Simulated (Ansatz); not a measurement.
`[SiH3][O][Zn][Cl]` + NH₃ → `[NH2][Zn][O][SiH3]` + HCl at 600 K and 1 bar (ligand exchange at a Zn–Cl bond).

Isolated molecules relaxed with PBE0-D4/def2-TZVP in Ansatz; ΔE leaves out vibrations. CCSD(T)/CBS adds triple-zeta CCSD(T) − MP2 to the extrapolated MP2 energy (def2 sets, frozen cores). This one scheme is used for every species. For Zn outer-core shells are correlated without core-valence functions, which leaves a few kJ/mol of doubt a bond. Scalar relativity is left out up to krypton. Each species was taken in one conformer, which may not be the lowest.

```csv
species,CCSD(T)/CBS energy (Eh),H − E (kJ/mol),S (J/(mol·K))
`[SiH3][O][Zn][Cl]`,-2604.33020,131.9,436.5
NH₃,-56.50880,112.4,219.5
`[NH2][Zn][O][SiH3]`,-2200.41345,202.3,461.8
HCl,-460.38127,35.4,207.2
```

H − E and S are ideal-gas, rigid-rotor, harmonic terms from PBE0-D4/def2-TZVP, for one conformer and one mirror image of each species. 1 Eh = 2625.50 kJ/mol, R = 8.31446 J/(mol·K).

Task: By hand: ΔE, ΔH, ΔS and ΔG.

Result: ΔE = (-2200.41345) + (-460.38127) − (-2604.33020) − (-56.50880) = 0.04428 Eh = 116.3 kJ/mol. Δ(H − E) = 202.3 + 35.4 − 131.9 − 112.4 = -6.6, so ΔH = 109.7 kJ/mol. ΔS = 461.8 + 207.2 − 436.5 − 219.5 = 13.0 J/(mol·K). ΔG = 109.7 − 600 × (13.0)/1000 = 101.9 kJ/mol.

Task: By hand: the equilibrium constant, and the temperature at which ΔG would vanish if ΔH and ΔS stayed fixed.

Result: log₁₀ K = −ΔG/(RT ln 10) = -8.9. ΔG = 0 at ΔH/ΔS = 8438 K, far beyond where these terms or the molecules hold.

The number of gas molecules stays the same, so ΔS is small and ΔH decides. A doubt of 5 kJ/mol in ΔE shifts log₁₀ K by 0.4 here. Other conformers and mirror images would add mixing entropy, several J/(mol·K) or more a flexible species. Modes under 60 cm⁻¹, often nearly free rotors, make the harmonic entropy too high. These are equilibria of isolated gas molecules and say nothing of rates. Largest T1 diagnostic: 0.015 (customary marks: 0.02 for closed shells, 0.045 for open ones).
